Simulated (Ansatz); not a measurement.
`C[O][Ge][OH]` + dimethylamine → `C[N](C)[Ge][OH]` + CH₃OH  (ligand exchange at a Ge–O bond)

Computed with Ansatz on PBE0-D4/def2-TZVP structures; ΔE is electronic, products minus reactants. CCSD(T)/CBS is the MP2 limit (def2-TZVPP, def2-QZVPP) plus CCSD(T) − MP2 in def2-TZVPP, frozen cores. This one scheme is used for every species. Functionals use def2-TZVPP. For Ge outer-core shells are correlated without core-valence functions, which leaves a few kJ/mol of doubt a bond. Scalar relativity is left out up to krypton. One conformer a species, not always the lowest.

`C[O][Ge][OH]`:

Z-matrix (Å, degrees):
```
C
O 1 1.412
H 1 1.094 2 109.1
H 1 1.092 2 112.3 3 121.0
H 1 1.094 2 109.1 3 -118.0
Ge 2 1.769 1 128.1 3 -120.1
O 6 1.800 2 97.8 1 0.0
H 7 0.961 6 112.9 2 -179.9
```

`CNC`:

Z-matrix (Å, degrees):
```
C
N 1 1.445
H 1 1.094 2 109.4
H 1 1.092 2 110.0 3 117.9
H 1 1.104 2 114.0 3 -120.2
C 2 1.445 1 112.8 3 65.3
H 2 1.011 1 109.8 3 -171.9
H 6 1.104 2 114.0 1 54.9
H 6 1.094 2 109.4 1 -65.3
H 6 1.092 2 110.0 1 176.8
```

`C[N](C)[Ge][OH]`:

Z-matrix (Å, degrees):
```
C
N 1 1.437
H 1 1.098 2 111.2
H 1 1.099 2 111.6 3 119.9
H 1 1.092 2 111.8 3 -119.6
C 2 1.443 1 112.7 3 -57.5
Ge 2 1.842 1 129.8 3 122.7
H 6 1.098 2 111.6 1 59.9
H 6 1.094 2 110.3 1 179.8
H 6 1.099 2 111.6 1 -60.4
O 7 1.793 2 101.9 1 1.4
H 11 0.961 7 117.7 2 2.5
```

CH₃OH:

```xyz
6

C    -0.083   -0.098    0.332
O    -0.068   -0.169   -1.075
H    -0.681   -0.937    0.688
H    -0.542    0.828    0.700
H     0.921   -0.187    0.766
H     0.453    0.563   -1.411
```

| species | r2SCAN-D4 energy (Eh) |
| --- | --- |
| `C[O][Ge][OH]` | -2267.98303 |
| `CNC` | -135.12984 |
| `C[N](C)[Ge][OH]` | -2287.39624 |
| CH₃OH | -115.70611 |

Problem. Work out ΔE.

Solution. ΔE = (-2287.39624) + (-115.70611) − (-2267.98303) − (-135.12984) = 0.01052 Eh = +0.29 eV. CCSD(T)/CBS gives +0.25 eV.

Largest T1 diagnostic among the species: 0.015.

In def2-TZVPP, CCSD(T) changes the Hartree–Fock value by −0.18 eV (the triples alone add −0.03 eV) and MP2 by −0.20 eV. The D4 term adds −0.06 eV with B3LYP and −0.04 eV with PBE0; it sums over pairs of atoms, weighted by their polarisabilities, and B3LYP, whose exchange is more repulsive, gets the larger term.

B3LYP here is the variant with VWN-RPA as its local correlation; programs differ in this.
